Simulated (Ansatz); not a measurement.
System: sum formula TaOCl2, net charge 1, singlet state. 
Geometry from a B3LYP-D3(BJ)/def2-TZVP (Ansatz, an electronic-structure program) optimisation:
SMILES: [O]=[Ta+]([Cl])[Cl]
```xyz
4

Ta    -0.2628    -0.0417     0.2319
O     -1.1273    -1.2634    -0.5513
Cl    -0.1395     1.6327    -1.2423
Cl     1.7984    -0.8593     0.5061
```
Charge +1, spin multiplicity 1.

Wanted: vertical triplet-singlet gap (E(triplet) - E(singlet); each state is the SCF solution reached for its spin; for the triplet T1 is 0.055), in kcal/mol. Cores are frozen in the correlated levels unless marked. Open shells are spin-unrestricted. Spin-orbit coupling is left out. The frozen core is the preceding noble-gas configuration, with the filled d and f shells of earlier blocks. Past Kr the def2 sets carry scalar-relativistic core potentials. CBS(X,Y): correlation extrapolated as X^-3; Hartree-Fock from the larger set. [CCSD(T)-MP2]/basis is that difference in the basis named.

```
level                                                          program  vertical triplet-singlet gap (kcal/mol)  minus last row
-------------------------------------------------------------  -------  ---------------------------------------  --------------
HF/def2-SVPD                                                    Ansatz                                     45.7           -41.8
HF/def2-QZVPPD                                                  Ansatz                                     43.4           -44.1
PBE0/def2-TZVPD                                                 Ansatz                                     73.2           -14.3
MP2/def2-SVPD                                                   Ansatz                                    115.1            27.6
MP2/def2-TZVPPD                                                 Ansatz                                    113.2            25.7
SCS-MP2/def2-TZVPPD                                             Ansatz                                    107.5            20.0
RI-MP2/CBS(def2-TZVPPD,def2-QZVPPD)+[CCSD(T)-MP2]/def2-TZVPPD   Ansatz                                     87.5             0.0
```
